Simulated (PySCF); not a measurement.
Atoms are numbered as in `[CH3:1][c:2]1[cH:3][p:4][cH:5][n:6]1[C:7]([CH3:8])([CH3:9])[CH3:10]`. Hydrogens are named by the atom that carries them.

Averaged over atoms made equivalent by symmetry, fast rotation or ring inversion, no solvent, single conformer, no relativistic terms. NMR shieldings at PBE0/pcSseg-1/GIAO; coordinates at the GFN2-xTB level; PySCF 2.14.

References, each an isolated molecule treated in the same way: ¹³C and ¹H vs TMS; ³¹P against H3PO4; ¹⁵N vs NH3.

```csv
atoms,nucleus,count,δ (ppm)
C5,¹³C,1,156.3
H(C3),¹H,1,?
P4,³¹P,1,?
H(C8)/H(C9)/H(C10),¹H,9,1.65
C2,¹³C,1,141.4
C1,¹³C,1,?
C8/C9/C10,¹³C,3,32.9
H(C1),¹H,3,2.72
C3,¹³C,1,139.7
H(C5),¹H,1,?
C7,¹³C,1,57.5
N6,¹⁵N,1,225.7
```

Question: Estimate the values marked ?.

Answer: 
- C1: 22.4 ppm, methyl carbon on an aromatic ring; saturated and bonded to C and H only
- H(C5): 8.08 ppm, hydrogen on an aromatic CH next to a ring nitrogen; ring current plus the neighbouring ring nitrogen
- H(C3): 7.10 ppm, hydrogen on an aromatic CH; aromatic region
- P4: 104.9 ppm, phosphorus bonded to 2 C, in a 5-membered ring

Shifts are as computed. Against solution values, carbons near 30 ppm lie about +3 ppm off and those near 130 ppm about +5 ppm. Of 1211 compounds with measured shifts, 218 miss one by over three times the rms of a fit or turn the order of signals round; such compounds aren't used in these exercises. Experimental scales use liquid or dissolved standards, which lie at an offset from isolated NH3 (liquid NH3: subtract about 20 ppm) and H3PO4. Unscaled 15N shifts of sp2 nitrogen come out 20 to 40 ppm too high even then.
